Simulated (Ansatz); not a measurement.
This geometry of BF2H4N + H2O (11 atoms, charge 0, multiplicity 1) is a first-order saddle point.

Theory: Ansatz 0.2.0, RKS PBE0-D4/def2-SVP.

```xyz
11
Properties=species:S:1:pos:R:3
B -0.389 -0.909 -0.346
H 1.042 -0.911 -0.337
F -0.598 -1.634 -1.476
F -0.738 -1.508 0.826
H 0.357 1.123 0.350
N -0.835 0.545 -0.389
H 1.269 -0.135 0.177
O 1.341 1.026 0.749
H -0.957 0.883 -1.342
H -1.727 0.650 0.093
H 1.234 0.870 1.696
```

Task: Which two structures does it join? (They come from a converged band through this point; their orientation in space is the band's.)

Result: Bonds broken: B1–H2, H5–N6, H7–O8. Bonds formed: H2–H7, H5–O8. BF2H4N + H2O becomes BF2H2N + H2 + H2O.

First end point:

```xyz
11
Properties=species:S:1:pos:R:3
B -0.342 -1.054 -0.483
H 0.650 -1.218 -1.186
F -1.472 -1.712 -0.904
F -0.100 -1.261 0.889
H 0.012 1.042 0.005
N -0.705 0.540 -0.559
H 2.146 0.887 1.046
O 1.239 1.040 1.334
H -0.707 0.882 -1.519
H -1.627 0.710 -0.153
H 0.906 0.145 1.528
```

Last end point:

```xyz
11
Properties=species:S:1:pos:R:3
B -1.037 -0.681 -0.208
H 3.284 -1.028 -0.460
F -0.354 -1.410 -1.076
F -1.193 -1.149 1.030
H 0.303 1.213 0.445
N -1.622 0.542 -0.575
H 2.737 -0.578 -0.174
O 1.067 0.794 0.860
H -1.600 0.869 -1.532
H -2.292 1.012 0.019
H 0.707 0.416 1.670
```

Task: How far does it lie above each of them?

Result: 1.31 eV above the first and 0.94 eV above the second. This is the barrier of this one path; another mechanism may lie lower. The orbitals stay closed-shell, which can raise the energy where a bond breaks towards radicals; this wasn't checked here.

Run time: 6.9 min on 2 threads of Intel(R) Xeon(R) Platinum 8488C (Sapphire Rapids) (shared host), peak memory 0.23 GiB.
